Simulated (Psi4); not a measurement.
Cl2Sc (SMILES [Cl][Sc+][Cl]), charge +1, singlet, geometry from GFN2-xTB (such geometries of metal compounds can be far from the true shape) (the multiplicity is a formal guess), with bond 3-1 at 3.0 times its length; HF/6-31G (Psi4).

Psi4 was given this input:
```
memory 2 GB

molecule mol {
1 1
Sc    0.406218   -0.000294    0.428711
Cl    1.195032    0.375812   -1.634605
Cl   -5.902931   -1.125757    2.457640
}

set {
  basis 6-31g
  reference rhf
  stability_analysis check
  scf_type pk
}

energy('scf')
print_variables()
```

It wrote (shortened):

```
   => Loading Basis Set <=

    Name: 6-31G
    Role: ORBITAL
    Keyword: BASIS

         ---------------------------------------------------------
                                   SCF
               by Justin Turney, Rob Parrish, Andy Simmonett
                          and Daniel G. A. Smith
                              RHF Reference
         ---------------------------------------------------------

  ==> Geometry <==

    Molecular point group: cs
    Full point group: Cs

    Geometry (in Angstrom), charge = 1, multiplicity = 1:

       Center              X                  Y                   Z               Mass
    ------------   -----------------  -----------------  -----------------  -----------------
         SC          -1.695569792292     0.010552540295     0.000000000000    44.955908280000
         CL          -2.528017388107    -2.069828954986     0.000000000000    34.968852682000
         CL           4.707839550355     2.056262623888     0.000000000000    34.968852682000

  Running in cs symmetry.

  Rotational constants: A =      0.35981  B =      0.01223  C =      0.01183 [cm^-1]
  Rotational constants: A =  10786.79386  B =    366.59089  C =    354.54174 [MHz]
  Nuclear repulsion =  130.772664178903682

  Charge       = 1
  Multiplicity = 1
  Electrons    = 54
  Nalpha       = 27
  Nbeta        = 27

  ==> Algorithm <==

  SCF Algorithm Type is PK.
  DIIS enabled.
  MOM disabled.
  Fractional occupation disabled.
  Guess Type is SAD.
  Energy threshold   = 1.00e-06
  Density threshold  = 1.00e-06
  Integral threshold = 1.00e-12

  ==> Primary Basis <==

  Basis Set: 6-31G
    Blend: 6-31G
    Number of shells: 25
    Number of basis functions: 55
    Number of Cartesian functions: 55
    Spherical Harmonics?: false
    Max angular momentum: 2

  ==> Integral Setup <==

  Using in-core PK algorithm.
   Calculation information:
      Number of atoms:                   3
      Number of AO shells:              25
      Number of primitives:             94
      Number of atomic orbitals:        55
      Number of basis functions:        55

      Integral cutoff                 1.00e-12
      Number of threads:                 1

  Performing in-core PK
  Using 2373140 doubles for integral storage.
  We computed 28320 shell quartets total.
  Whereas there are 52975 unique shell quartets.

  ==> DiskJK: Disk-Based J/K Matrices <==

    J tasked:                  Yes
    K tasked:                  Yes
    wK tasked:                  No
[...]
	Starting second half-transformation.
	Two-electron integral transformation complete.
	Starting first half-transformation.
	Sorting half-transformed integrals.
	First half integral transformation complete.
	Starting second half-transformation.
	Two-electron integral transformation complete.
    Lowest singlet (RHF->RHF) stability eigenvalues:
     App 0.000518        Ap 0.000541       App 0.029417        Ap 0.029418
      Ap 0.030802       App 0.030831        Ap 0.059859        Ap 0.163063
     App 0.164653       App 0.187133

    Lowest triplet (RHF->UHF) stability eigenvalues:
      Ap -0.331285      App -0.055836       Ap -0.055813       Ap -0.006509
     App -0.006479       Ap -0.002243       Ap 0.006510       App 0.006767
     App 0.098237       App 0.174533

  ==> Post-Iterations <==

    Orbital Energies [Eh]
    ---------------------

    Doubly Occupied:

[...]
    Virtual:

[...]
      41Ap     2.943092

    Final Occupation by Irrep:
             Ap   App
    DOCC [    21,    6 ]
    NA   [    21,    6 ]
    NB   [    21,    6 ]

  @RHF Final Energy: -1678.25926169930858

   => Energetics <=

    Nuclear Repulsion Energy =            130.7726641789036819
    One-Electron Energy =               -2558.2966761381758261
    Two-Electron Energy =                 749.2647502599635345
    Total Energy =                      -1678.2592616993088086

Computation Completed

Properties will be evaluated at   0.000000,   0.000000,   0.000000 [a0]

Properties computed using the SCF density matrix

 Multipole Moments:

 ------------------------------------------------------------------------------------
     Multipole            Electronic (a.u.)      Nuclear  (a.u.)        Total (a.u.)
 ------------------------------------------------------------------------------------

 L = 1.  Multiply by 2.5417464519 to convert [e a0] to [Debye]
 Dipole X            :         -6.8918284            2.7401239           -4.1517045
 Dipole Y            :          0.9933252           -0.0170534            0.9762718
 Dipole Z            :          0.0000000            0.0000000            0.0000000
 Magnitude           :                                                    4.2649451

 ------------------------------------------------------------------------------------

  Variable Map:
  ----------------------------------------------------------------------------
[...]
  Array Variable Map:
  ----------------------------------------------------------------------------
[...]
[...]
```
